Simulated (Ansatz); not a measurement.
Basis sets compared for (Me2B-mu-NH2)2 (C₄H₁₆B₂N₂). The state is a singlet with charge 0. Geometry r2SCAN-D4/def2-SVP. Ansatz on 4 threads of Arm Neoverse V2 on a shared host; times are rough, and most runs start from earlier orbitals.

```xyz
24

B     0.146   -0.373    1.057
B    -0.146    0.373   -1.057
C    -0.768    0.153    2.269
C     1.277   -1.454    1.419
C    -1.277    1.454   -1.420
C     0.768   -0.154   -2.268
N    -0.758   -0.858   -0.198
N     0.757    0.858    0.198
H    -1.310   -0.678    2.754
H    -1.526    0.895    1.958
H    -0.156    0.629    3.057
H     1.989   -1.057    2.164
H     1.871   -1.778    0.544
H     0.836   -2.364    1.863
H    -0.532   -1.785   -0.556
H    -1.765   -0.815   -0.044
H    -1.871    1.779   -0.546
H    -0.835    2.364   -1.865
H    -1.989    1.057   -2.165
H     0.157   -0.630   -3.056
H     1.311    0.676   -2.753
H     1.526   -0.896   -1.956
H     1.764    0.816    0.045
H     0.530    1.786    0.556
```

Binding counts from free atoms (B doublet, C triplet, N quartet, H doublet) in the same basis, without a counterpoise term.

```
           level  functions  energy (Eh)  HOMO (eV)  LUMO (eV)  binding per atom (eV)  wall time
 PBE-D4/def2-SVP        192    -320.7363      -6.09       0.35                   4.15      2.3 s
PBE0-D4/def2-SVP        192    -320.8044      -7.48       1.21                   4.10      3.5 s
```

(1) Estimate the rows for PBE-D4/def2-TZVP (with forces), PBE0-D4/def2-TZVP.

Results:

(1) 
```
                         level  functions  energy (Eh)  HOMO (eV)  LUMO (eV)  binding per atom (eV)  wall time
PBE-D4/def2-TZVP (with forces)        344    -321.0859      -6.24      -0.27                   4.11      5.5 s
             PBE0-D4/def2-TZVP        344    -321.1444      -7.56       0.51                   4.06        9 s
```
